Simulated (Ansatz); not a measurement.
## A family of molecules: the HOMO–LUMO gap

One atom is swapped for its congeners: CH5BS `BSC`; CH5AlS `C[S][AlH2]`; CH5GaS `C[S][GaH2]`; CH5InS `C[S][InH2]`. All are singlets with charge 0.

Shapes, held fixed at every level: PBE0-D4/def2-TZVP. Programs: Ansatz 0.2.0. Values in eV.

```
                level  CH5BS  CH5AlS  CH5GaS  CH5InS
    PBE-D4/def2-TZVPP   4.75    4.08    3.90    3.49
 r2SCAN-D4/def2-TZVPP   5.28    4.63    4.38    3.95
  B3LYP-D4/def2-TZVPP   6.36    5.51    5.29    4.80
  BHLYP-D4/def2-TZVPP   8.77    7.70    7.49    6.88
r2SCAN0-D4/def2-TZVPP   7.13    6.29    6.07    5.57
   wB97X-V/def2-TZVPP  11.24   10.12    9.94    9.27
```

At wB97X-V/def2-TZVPP the HOMO–LUMO gap falls at every step, from 11.24 to 9.27 eV. Every level shows the same order. For atoms past krypton def2 sets carry core potentials with scalar relativity. Relativity is left out for Ga unless named. Orbital gaps aren't excitation energies, and the LUMO depends on the basis.
